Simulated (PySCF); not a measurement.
Two species compared at the same levels of theory.

First species: C6H5F3O.
SMILES: `Cc1cocc1C(F)(F)F`

Second species: C₆H₁₄N₂.
InChI=1S/C6H14N2/c1-2-6(5-8)3-4-7/h2H,3-5,7-8H2,1H3/b6-2-

Levels: PBE0/pcSseg-1 for HOMO energy, LUMO energy and HOMO–LUMO gap. Geometries: GFN2-xTB. Each structure is a single optimised conformer of the isolated species, non-relativistic unless stated. Electronic properties by PySCF.

Dipoles, sizes and rotational constants follow the conformer. The torsions of the flexible species, by atom-mapped SMILES:
- `[CH3:1][c:2]1[cH:3][o:4][cH:5][c:6]1[C:7]([F:8])([F:9])[F:10]`: C5–C6–C7–F8 0°

The conformers of `C/C=C(\CN)CCN` aren't listed.

```json
{"property": "HOMO energy", "column X": "-6.42 eV", "column Y": "-7.15 eV"}
{"property": "LUMO energy", "column X": "0.29 eV", "column Y": "-0.24 eV"}
{"property": "HOMO–LUMO gap", "column X": "6.71 eV", "column Y": "6.91 eV"}
```

Question: Which column belongs to which species?

Answer: Column X is the second species and column Y the first. The first has 15 atoms and 76 electrons, the second 22 and 64.

Question: How does each property change from the first species to the second?

Answer: HOMO energy +0.73 eV; LUMO energy +0.53 eV; HOMO–LUMO gap -0.20 eV.

